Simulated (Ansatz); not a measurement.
`F[CH]([SiH3])[SnH3]` + `B[SiH2]N` → `B[SiH2]N[SiH3]` + `F[CH2][SnH3]` at 298.15 K and 1 bar (ligand exchange at the Si–C bond).

Isolated molecules relaxed with PBE0-D4/def2-TZVP in Ansatz; ΔE leaves out vibrations. CCSD(T)/CBS is the MP2 limit (def2-TZVPP, def2-QZVPP) plus CCSD(T) − MP2 in def2-TZVPP, frozen cores. def2 core potentials past Kr. For Sn outer-core shells are correlated without core-valence functions, which leaves a few kJ/mol of doubt a bond. Each species was taken in one conformer, which may not be the lowest.

| species | CCSD(T)/CBS energy (Eh) | H − E (kJ/mol) | S (J/(mol·K)) |
| --- | --- | --- | --- |
| `F[CH]([SiH3])[SnH3]` | -645.10647 | 190.5 | 373.4 |
| `B[SiH2]N` | -372.16627 | 181.6 | 304.5 |
| `B[SiH2]N[SiH3]` | -662.46710 | 228.4 | 367.8 |
| `F[CH2][SnH3]` | -354.83026 | 146.2 | 317.9 |

H − E and S are ideal-gas, rigid-rotor, harmonic terms from PBE0-D4/def2-TZVP, for one conformer and one mirror image of each species. 1 Eh = 2625.50 kJ/mol, R = 8.31446 J/(mol·K).

By hand: ΔE, ΔH, ΔS and ΔG.

ΔE = (-662.46710) + (-354.83026) − (-645.10647) − (-372.16627) = -0.02462 Eh = -64.6 kJ/mol. Δ(H − E) = 228.4 + 146.2 − 190.5 − 181.6 = 2.5, so ΔH = -62.1 kJ/mol. ΔS = 367.8 + 317.9 − 373.4 − 304.5 = 7.8 J/(mol·K). ΔG = -62.1 − 298.15 × (7.8)/1000 = -64.4 kJ/mol.

By hand: the equilibrium constant, and the temperature at which ΔG would vanish if ΔH and ΔS stayed fixed.

log₁₀ K = −ΔG/(RT ln 10) = 11.3. ΔH and −TΔS have one sign here, so there is no such temperature.

The number of gas molecules stays the same, so ΔS is small and ΔH decides. A doubt of 5 kJ/mol in ΔE shifts log₁₀ K by 0.9 here. Other conformers and mirror images would add mixing entropy, several J/(mol·K) or more a flexible species. Modes under 60 cm⁻¹, often nearly free rotors, make the harmonic entropy too high. These are equilibria of isolated gas molecules and say nothing of rates. Largest T1 diagnostic: 0.013 (customary marks: 0.02 for closed shells, 0.045 for open ones).

ΔS is within the doubt of such terms, so its sign, and with it that verdict, could turn.
